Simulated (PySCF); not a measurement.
Compound: C7H11ClO.
InChI=1S/C7H11ClO/c1-4-6(5(2)3)7(8)9/h4-5H,1-3H3/b6-4-

A linear-response calculation (PySCF, def2-SVPD basis, gas phase, vertical, core orbitals frozen in the response) gave these numbers; the functional is withheld.

Orbital energies (eV): HOMO-3 -8.98, HOMO-2 -8.87, HOMO-1 -8.17, HOMO -7.41, LUMO -1.84, LUMO+1 -0.38, LUMO+2 0.25.

```
state  E (eV)       f  main configurations (H = HOMO, L = LUMO)
   S1    4.65   0.031                    H→L (52%), H-1→L (41%)
   S2    4.90   0.034                    H-1→L (55%), H→L (40%)
   S3    5.85  0.0062                               H-2→L (91%)
   S4    6.15  0.0046                H-3→L (67%), H-1→L+1 (20%)
   S5    6.32   0.115                               H→L+1 (78%)
   S6    6.66  0.0026                               H-4→L (97%)
```

Triplets (Tamm–Dancoff): T1 3.67 eV, H→L (85%), H→L+1 (8%); T2 4.31 eV, H-1→L (91%); T3 5.20 eV, H→L+1 (63%), H→L (10%), H-2→L (9%); T4 5.41 eV, H-3→L (74%).

Vertical ionisation energy by ΔSCF with the same functional: 9.39 eV. Mean static polarisability: 104.8 au.

Problem. Which of these was used?
A. HF
B. B3LYP
C. wB97X-D
D. PBE

Solution. B. B3LYP is a global hybrid with 20% exact exchange. In this run −ε(HOMO) = 7.41 eV differs from the ΔSCF value by -1.98 eV, and S1 differs from the orbital gap of 5.57 eV by -0.92 eV. The ratio −ε(HOMO)/IP is 0.79. Small neutral molecules mostly give 0.67 to 0.83 with B3LYP, 0.5 to 0.7 with PBE, 0.89 to 0.99 with wB97X-D; with Hartree–Fock the ratio is 1 or more (Koopmans' value less the relaxation energy is the ΔSCF value). The other options: PBE, a GGA without exact exchange; HF, time-dependent Hartree–Fock, 100% exact exchange; wB97X-D, range-separated, 22% exact exchange at short range and 100% at long range (ω = 0.2 bohr⁻¹).

Method used: PySCF 2.14.0, density-fitted response routines, TDDFT B3LYP/def2-SVPD, vertical, gas phase, core orbitals frozen in the response. Isolated species at its PBE0-D3(BJ)/def2-SVP geometry (one conformer only).

Shape of the structure used: `[CH3:1]/[CH:2]=[C:3](\[C:4](=[O:5])[Cl:6])[CH:7]([CH3:8])[CH3:9]`: C2–C3–C4–O5 -124°, C2–C3–C7–C8 -127°.
